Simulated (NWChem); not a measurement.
# BiH$_{3}$O$_{2}$; SMILES [OH][BiH][OH]

```xyz
6

Bi    -0.2455     0.0253     0.0000
H     -0.3966    -1.8208     0.0000
O      1.1004     0.0791     1.6471
H      1.5826    -0.7701     1.6936
O      1.1004     0.0791    -1.6471
H      1.5826    -0.7701    -1.6936
```
Atoms are numbered in this order, from 1.

Computed with NWChem. Geometry: optimised at PBE-D3(BJ)/def2-SVP. def2 effective core potentials on Bi; no spin-orbit coupling. Ions are spin-unrestricted doublets at the neutral geometry; other ion states weren't tried.

```
level                −ε(HOMO) (eV)
-------------------  -------------
PBE/def2-SVPD           (withheld)
CAM-B3LYP/def2-SVPD           9.71
BHandHLYP/def2-SVPD           9.44
r2SCAN/def2-SVPD              7.12
```

Question: Complete the blanks.

Answer: 
- PBE/def2-SVPD, −ε(HOMO) (eV): 6.79
